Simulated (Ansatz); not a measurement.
Frontier orbitals of CHFS2Si, SMILES `F[SiH]1SC1=S`.

The species carries charge 0 and has multiplicity 1. The structure was optimised at the PBE0-D4/def2-TZVP level. Basis def2-TZVPP, the Gaussian-basis code of Ansatz.

```json
{"functional": "LDA (SPW92)", "HOMO (eV)": "-5.55", "LUMO (eV)": "-3.76"}
```

Question: Give HOMO and LUMO (eV) with PBE, revPBE, BLYP, r2SCAN, B97M-V, PBE0, B3LYP, r2SCANh, r2SCAN0, HSE06 (plane-wave form), BHLYP, CAM-B3LYP, LC-ωPBE, ωB97X-V, ωB97M-V, HF. (Estimate.)

Answer: The calculation gave: 
```json
{"functional": "PBE", "HOMO": "-5.40", "LUMO": "-3.57"}
{"functional": "revPBE", "HOMO": "-5.35", "LUMO": "-3.50"}
{"functional": "BLYP", "HOMO": "-5.23", "LUMO": "-3.38"}
{"functional": "r2SCAN", "HOMO": "-5.61", "LUMO": "-3.52"}
{"functional": "B97M-V", "HOMO": "-5.66", "LUMO": "-3.48"}
{"functional": "PBE0", "HOMO": "-6.53", "LUMO": "-2.79"}
{"functional": "B3LYP", "HOMO": "-6.29", "LUMO": "-2.92"}
{"functional": "r2SCANh", "HOMO": "-6.03", "LUMO": "-3.22"}
{"functional": "r2SCAN0", "HOMO": "-6.66", "LUMO": "-2.76"}
{"functional": "HSE06 (plane-wave form)", "HOMO": "-6.13", "LUMO": "-3.16"}
{"functional": "BHLYP", "HOMO": "-7.51", "LUMO": "-1.79"}
{"functional": "CAM-B3LYP", "HOMO": "-7.76", "LUMO": "-1.66"}
{"functional": "LC-ωPBE", "HOMO": "-9.10", "LUMO": "-0.68"}
{"functional": "ωB97X-V", "HOMO": "-8.75", "LUMO": "-0.68"}
{"functional": "ωB97M-V", "HOMO": "-8.57", "LUMO": "-0.69"}
{"functional": "HF", "HOMO": "-9.09", "LUMO": "0.68"}
```

B3LYP here is the variant with VWN-RPA as its local correlation; programs differ in this. LC-ωPBE has ω = 0.4 bohr⁻¹.
